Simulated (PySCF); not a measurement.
A calculated (LDA, PySCF 2.14, x2c-SVPall, the spin-free X2C one-electron Hamiltonian (Gaussian nucleus)) atom or ion has these occupied shells.

| shell | electrons | orbital energy (eV) | rms radius, mean of both spins (bohr) |
| --- | --- | --- | --- |
| 1s | 2 | -130.50 | 0.488 |

Q: Name the element and its charge.

A: Be²⁺ (beryllium, charge +2), in 1s2, closed-shell 1S.
